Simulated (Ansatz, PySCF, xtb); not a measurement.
CH3Cl (SMILES CCl) and CH2O (SMILES C=O) are pulled apart as rigid monomers along the line of their centres of mass, from the B3LYP-D3(BJ)/def2-TZVP minimum. Starting geometry (charge 0, multiplicity 1):
```
atom    x (Å)    y (Å)    z (Å)
----  -------  -------  -------
C      0.9799   0.4851  -0.2019
Cl     1.1656  -1.2502   0.2343
H      0.1670   0.5643  -0.9167
H      0.7555   1.0359   0.7065
H      1.9143   0.8208  -0.6403
C      0.5857  -0.3953   3.2316
O      0.4341   0.7853   3.0639
H     -0.2574  -1.1081   3.1795
H      1.5754  -0.8337   3.4543
```

Interaction energies with rigid monomers; basis-set methods are counterpoise corrected unless marked otherwise.

Rows in 3-21G, 6-31G* carry no dispersion term and start afresh at each structure (6-31G* with six Cartesian d functions).

Programs: Ansatz (a first-principles code) with Gaussian orbitals; PySCF for 3-21G rows, 6-31G* rows, the dispersion terms; xtb for the GFN methods. Each number belongs to the level named beside it.

```
H4···O7 (Å)  GFN1-xTB (kcal/mol)  PBE-D3(BJ)/def2-TZVPPD (kcal/mol)  B3LYP/3-21G (no counterpoise) (kcal/mol)  B3LYP-D4/def2-TZVPPD (kcal/mol)  M06-2X/6-31G* (no counterpoise) (kcal/mol)
-----------  -------------------  ---------------------------------  ----------------------------------------  -------------------------------  ------------------------------------------
2.17                       -3.37                              -3.33                                     -4.60                            -2.80                                       -3.88
2.39                       -2.88                              -3.69                                       [?]                            -3.48                                       -4.23
2.73                       -2.07                              -3.13                                     -3.32                            -3.02                                       -3.31
3.30                         [?]                              -1.88                                     -1.44                            -1.75                                       -1.87
4.22                       -0.58                              -0.78                                     -0.50                            -0.73                                       -0.68
```

**Question.** What belongs in the gaps?

**Answer.** 
- 3.30, GFN1-xTB (kcal/mol): -1.20
- 2.39, B3LYP/3-21G (no counterpoise) (kcal/mol): -4.57
